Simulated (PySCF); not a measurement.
## Energy of Os⁺ (osmium, charge +1) between two integer charges

The 6s alpha orbital of [Xe] 4f14 5d6 6s1 is emptied in steps (occupation f), with all orbitals relaxed, ending at [Xe] 4f14 5d6. Calculation: PySCF 2.14, in aug-cc-pVDZ-PP with ECP60MDF (5s5p4d2f, 54 functions); a scalar-relativistic core potential. The exact energy is a straight line in f; departures are measured from the line between the end points of the same method.

```json
{"f": "1", "UHF (eV)": "0.000"}
{"f": "0.75", "UHF (eV)": "0.053"}
{"f": "0.5", "UHF (eV)": "0.069"}
{"f": "0.25", "UHF (eV)": "0.051"}
{"f": "0", "UHF (eV)": "0.000"}
```

| method | E(f=0) − E(f=1) (eV) | −ε at f=1 (eV) | −ε at f=0.5 (eV) |
| --- | --- | --- | --- |
| UHF | 15.998 | 16.289 | 15.991 |

Orbital energy along the path (eV):

```json
{"f": "1", "UHF": "-16.289"}
{"f": "0.75", "UHF": "-16.135"}
{"f": "0.5", "UHF": "-15.991"}
{"f": "0.25", "UHF": "-15.858"}
{"f": "0", "UHF": "-15.734"}
```

Reference removal energy between the ground levels: 17 ± 1 eV (semi-empirical (NIST evaluation); NIST Atomic Spectra Database, ionization energies). The calculation has no spin-orbit coupling. UHF lacks correlation.
